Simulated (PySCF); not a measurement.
Sn(OMe)2 (C2H6O2Sn), SMILES C[O][Sn][O]C (connectivity only; charge and spin as stated), neutral, multiplicity 1.

Geometry optimised at PBE0-D3(BJ)/def2-SVP. The structure was generated by enumeration; whether it is a known compound was not checked. The def2 effective core potentials stand for the cores of Sn; spin–orbit coupling is left out. The values are those of a single conformer.

Two levels are set side by side: TDA-PBE/def2-SVPD (PySCF) and TDA-CAM-B3LYP/def2-SVPD (PySCF). Vertical, same geometry. The lowest singlet is HOMO→LUMO 100 % with PBE and HOMO→LUMO 98 % with the other functional; states are paired by order. Differences are taken from unrounded values.

```
quantity                               TDA-CAM-B3LYP
-------------------------------------  -------------
lowest singlet excitation (eV)                  4.37
lowest triplet excitation (TDA) (eV)            3.62
first bright state (f over 0.05) (eV)           4.84
its oscillator strength                         0.07
```

What does TDA-PBE give, and how far is it from TDA-CAM-B3LYP? (An estimate is asked for; the answer gives what the named calculation found.)


| quantity | TDA-PBE | TDA-PBE minus TDA-CAM-B3LYP |
|---|---|---|
| lowest singlet excitation (eV) | 3.39 | -0.98 |
| lowest triplet excitation (TDA) (eV) | 3.16 | -0.46 |
| first bright state (f over 0.05) (eV) | 4.67 | -0.17 |
| its oscillator strength | 0.08 | 0.01 |

Functionals without exact exchange tend to place singlet excitations lower, as here. Differences between two approximate levels are no errors against the true value.

Rough cost on one machine, each run with all the roots and properties that it gave: TDA-CAM-B3LYP against TDA-PBE about 4 times.
